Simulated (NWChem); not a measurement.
System: C3H9ClSi; SMILES C[Si](C)(C)Cl

Computed with NWChem. Pople sets run with spherical d functions. Each level has its own optimisation; frequencies are unscaled.

```csv
level,r C–Si (Å),r C–H (Å),r Cl–Si (Å),highest harmonic frequency (cm⁻¹),lowest (cm⁻¹),zero-point energy (kcal/mol),dipole (D)
Hartree-Fock/STO-3G,1.858,1.082,2.101,3761,130,86.4,3.38
Hartree-Fock/3-21G,1.898,1.085,2.218,3274,136,75.8,4.27
Hartree-Fock/6-31G*,1.879,1.087,2.095,3270,157,75.4,2.79
B3LYP/6-31G*,1.882,1.096,2.109,3131,146,71.2,2.69
"LDA (Slater exchange, VWN5)/def2-SVP",1.860,1.111,2.087,3087,148,68.0,2.10
PBE/def2-SVP,1.884,1.109,2.111,3083,146,68.4,2.15
BLYP/def2-SVP,1.894,1.109,2.125,3047,145,68.3,2.09
PBE0/def2-SVP,1.872,1.101,2.096,3171,151,70.6,2.24
```
